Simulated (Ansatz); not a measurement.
As5⁺. The state is a quintet with charge 1. Geometry PBE-D4/def2-SVP; atoms count from 1.

```xyz
5

As    0.630    0.044   -1.261
As   -1.457    1.289   -0.683
As    1.709    0.748    0.879
As   -0.629   -0.043    1.261
As   -0.252   -2.037   -0.196
```

At PBE0-D4/def2-TZVP a singlet of charge 1 lies 2.32 eV below the quintet, each at its own geometry. The structure comes from a short search, and lower isomers may exist.

Q: Estimate the Mulliken populations from the PBE0/def2-TZVP orbitals of Ansatz.

A: 
```csv
atom,charge (e),spin (α − β)
As1,0.10,0.03
As2,0.27,1.31
As3,0.27,1.31
As4,0.10,0.03
As5,0.27,1.31
```
Mulliken values and Mayer orders depend strongly on the basis.

Q: Where does the spin sit?

A: Summed by element: As 4.00, of 4 unpaired in all. Largest on single atoms: As5 1.31, As3 1.31, As2 1.31.

Q: And the Mayer bond orders between bonded heavy atoms (over 0.3)?

A: As1–As2 0.92 (2.50 Å); As1–As3 0.92 (2.50 Å); As1–As4 0.43 (2.82 Å); As1–As5 0.92 (2.50 Å); As2–As4 0.92 (2.50 Å); As3–As4 0.92 (2.50 Å); As4–As5 0.92 (2.50 Å).
